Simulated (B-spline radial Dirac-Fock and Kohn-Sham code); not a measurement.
## Ionisation cross sections of Nb by electron impact

System: the free niobium atom, [Kr] 4d4 5s1.

Method: the relativistic binary-encounter-Bethe (RBEB) model with Dirac-Fock orbital kinetic energies; direct ionisation only. Computed with a radial finite-basis atomic code. For shells bound by less than 100 eV the term U + B of the denominator is divided by n when n is 3 or more, and by 2 for n = 1, 2 in singly charged ions. Excitation-autoionisation and multiple ionisation are left out; it is a semi-empirical estimate, least reliable for totals near the maximum.

Orbital inputs (open shells are filled statistically over j, and the NIST value is set on the highest orbital of the configuration average):

```
subshell    N   B (eV)             source of B   U (eV)
      1s    2  18986.0          tabulated edge  23904.1
      2s    2   2698.0          tabulated edge   4946.4
   2p1/2    2   2465.0          tabulated edge   4897.4
   2p3/2    4   2371.0          tabulated edge   4552.5
      3s    2    466.6          tabulated edge   1290.3
   3p1/2    2    376.1          tabulated edge   1222.5
   3p3/2    4    360.6          tabulated edge   1153.2
   3d3/2    4    205.0          tabulated edge   1021.9
   3d5/2    6    202.3          tabulated edge   1005.1
      4s    2    72.75           Dirac-Fock −ε    257.3
   4p1/2    2    45.03           Dirac-Fock −ε    212.6
   4p3/2    4    42.79           Dirac-Fock −ε    200.7
   4d3/2  1.6     7.01           Dirac-Fock −ε    88.63
   4d5/2  2.4     6.87           Dirac-Fock −ε    86.31
      5s    1     6.76  NIST ionisation energy    20.51
```

Inner-shell cross sections in barn (the model is not trusted for the total of d- and f-block atoms):

```tsv
T (eV)	K	L1	L2	L3	M4	M5
300	–	–	–	–	220000	352000
500	–	–	–	–	517000	808000
1000	–	–	–	–	734000	1.13e+06
2000	–	–	–	–	716000	1.10e+06
3000	–	273	617	1650	633000	971000
5000	–	1760	2310	5290	500000	765000
10000	–	2910	3470	7620	329000	502000
15000	–	3000	3500	7580	249000	380000
20000	2.82	2880	3320	7140	203000	309000
30000	29.7	2550	2910	6220	151000	230000
50000	56.8	2060	2330	4940	104000	158000
100000	70.8	1470	1650	3470	64800	98600
200000	70.0	1070	1200	2520	43600	66400
300000	68.2	932	1040	2180	36500	55600
1e+06	71.5	792	878	1840	28700	43700
```
